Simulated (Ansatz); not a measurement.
An input meant for Ag2Ge (charge 0, singlet).

```yaml
crystal:
  periodic: [false, false, false]
  atoms:
    - {symbol: Ag, position_ang: [-0.996694, 1.083107, -0.733898]}
    - {symbol: Ag, position_ang: [0.013176, -1.642284, 0.088551]}
    - {symbol: Ge, position_ang: [0.983517, 0.559177, 0.645347]}
basis:
  gaussian: {orbitals: def2-SVPD, fitting: {mean_field: cc-pVTZ-jkfit}}
hamiltonian: {xc: {name: HF}}
correlation: {method: ccsd_t, electrons: all}
scf: {omitted_lower_state_checks: [starts]}
```

```sh
$ ansatz run in.yaml --threads 4 --pin off --events-out ev --progress --plain --max-ram 3916MiB
```

Task: Predict how Ansatz answers.

Result: The input was rejected before any iteration.
```
Functional definition: HF
Error: [file] the basis set cc-pVTZ-JKFIT has no functions for Ag
```
